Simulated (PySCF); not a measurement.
Spectra and structures to be paired. Computed with TDDFT wB97X-D/def2-SVPD, vertical, gas phase, core orbitals frozen in the response (PySCF 2.14.0, density-fitted response routines). Geometries: GFN2-xTB; one conformer of each isolated species. Triplets are in the Tamm–Dancoff approximation.

A. `OCC1CCCC1`
B. `FC1=CC=CC=C1`
C. `F[SiH2]O[SiH]([SiH3])[SiH3]`
D. `F[SiH2][SiH2][SiH2]O[SiH3]`
E. `F[Si@@H]([SiH3])[SiH2]O[SiH3]`

Lowest singlet levels (six at most, fewer where fewer were computed) with oscillator strengths:

1. 173 nm (f 0.005); 148 nm (f 0.018); 145 nm (f 0.004); 143 nm (f 0.014); 141 nm (f 0.042); 139 nm (f 0.007); T1 6.95 eV
2. 208 nm (f 0.053); 189 nm (f 0.021); 188 nm (f 0.130); 169 nm (f 0.018); 165 nm (f 0.039); 163 nm (f 0.043); T1 5.27 eV
3. 225 nm (f 0.012); 196 nm (f 0.001); 171 nm (f 0.602); 170 nm (f 0.592); 164 nm (f 0.004); 157 nm (f 0.000); T1 4.30 eV
4. 205 nm (f 0.051); 197 nm (f 0.098); 183 nm (f 0.006); 180 nm (f 0.008); 175 nm (f 0.051); 171 nm (f 0.024); T1 5.39 eV
5. 228 nm (f 0.040); 201 nm (f 0.010); 191 nm (f 0.132); 187 nm (f 0.018); 170 nm (f 0.049); 167 nm (f 0.014); T1 4.85 eV

Question: Which spectrum belongs to which structure?

Answer: 1 = A, 2 = C, 3 = B, 4 = D, 5 = E.
- A: S1 at 7.18 eV, HOMO→LUMO (71%), HOMO→LUMO+1 (19%); Löwdin shares by element: HOMO oxygen 54%, carbon 26% or more, hydrogen 8% or more; LUMO hydrogen 24% or more, oxygen 19%, carbon 9% or more (atoms not listed hold the other 48%); HOMO -9.65 and LUMO 2.27 eV.
- B: S1 at 5.52 eV, HOMO→LUMO (68%), HOMO-1→LUMO+1 (32%); Löwdin shares by element: HOMO carbon 55% or more, fluorine 11% (atoms not listed hold the other 34%); LUMO carbon 74% or more (atoms not listed hold the other 26%); HOMO -9.09 and LUMO 1.20 eV; point group C2v, 1 of its 6 listed states under f = 0.0005.
- C: S1 at 5.95 eV, HOMO→LUMO (88%), HOMO→LUMO+1 (8%); Löwdin shares by element: HOMO silicon 61% or more, oxygen 18% (atoms not listed hold the other 21%); LUMO silicon 66% or more, hydrogen 6% or more (atoms not listed hold the other 28%); HOMO -9.75 and LUMO 0.71 eV.
- D: S1 at 6.05 eV, HOMO→LUMO (59%), HOMO→LUMO+1 (29%); Löwdin shares by element: HOMO silicon 53% or more, oxygen 20% (atoms not listed hold the other 26%); LUMO silicon 68% or more, hydrogen 6% or more (atoms not listed hold the other 25%); HOMO -9.83 and LUMO 0.60 eV.
- E: S1 at 5.44 eV, HOMO→LUMO (94%); Löwdin shares by element: HOMO silicon 55% or more, oxygen 15% (atoms not listed hold the other 30%); LUMO silicon 66% or more, hydrogen 6% or more (atoms not listed hold the other 29%); HOMO -9.79 and LUMO 0.21 eV.
C and D have S1 within 0.10 eV of each other; their strongest listed levels stand at 6.58 eV (f 0.130) and 6.30 eV (f 0.098).
B and E have S1 within 0.09 eV of each other; their strongest listed levels stand at 7.26 eV (f 0.602) and 6.51 eV (f 0.132).
